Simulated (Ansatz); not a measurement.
Ansatz (an electronic-structure program) input (B2GP-PLYP/def2-TZVPD):

Ansatz 0.2 input:
```yaml
crystal:
  periodic: [false, false, false]
  atoms:
    - {symbol: Si, position_ang: [-0.02011609, -0.27959450, -0.28456747]}
    - {symbol: F, position_ang: [-0.50595615, -1.06363390, 1.04650347]}
    - {symbol: N, position_ang: [-0.99525930, 1.03488556, -0.76654242]}
    - {symbol: N, position_ang: [1.49898005, 0.37910508, 0.17371437]}
    - {symbol: H, position_ang: [-1.82600437, 0.90765839, -1.31989371]}
    - {symbol: H, position_ang: [-0.99689172, 1.90693749, -0.25623849]}
    - {symbol: H, position_ang: [2.10560996, -0.14580123, 0.78561337]}
    - {symbol: H, position_ang: [2.02647145, 0.92029915, -0.49427159]}
basis:
  gaussian:
    orbitals: def2-TZVPD
hamiltonian:
  xc: {name: B2GP-PLYP}
magnetization: {spin_polarized: true, initial_magnetization: 1}
correlation: {electrons: outside_noble_gas}
```

End of the output:

```
integrals: 0.36 GiB planned
1299 factors; integrals over basis functions are off by at most 1.0e-3 eV
mean field: 1.48 GiB planned
mean field evaluation 1: about -13619.5822 eV, gradient 4.5e1 eV
mean field evaluation 2: about -13619.6313 eV, gradient 4.5e1 eV
mean field evaluation 4: about -13627.0298 eV, gradient 2.1e0 eV
mean field evaluation 8: about -13627.0832 eV, gradient 3.9e-1 eV
mean field evaluation 16: about -13627.0844 eV, gradient 1.4e-3 eV
mean field -13627.08442128 eV, -500.7861157123 hartree, gradient 8.4e-6 eV, S^2 0.753181; 0 other end points of the search recorded, 0 dependent functions left out
8 core orbitals not correlated
reference -13627.08454672 eV, -500.7861203223 hartree; 13, 12 occupied and 172, 173 virtual orbitals, 1299 factors
second order -23.95169536 eV of doubles, -0.00000000 eV of singles
Total energy: -13635.70715705 eV, -501.1029954072 hartree
```

It need not be the lowest isomer of its formula.
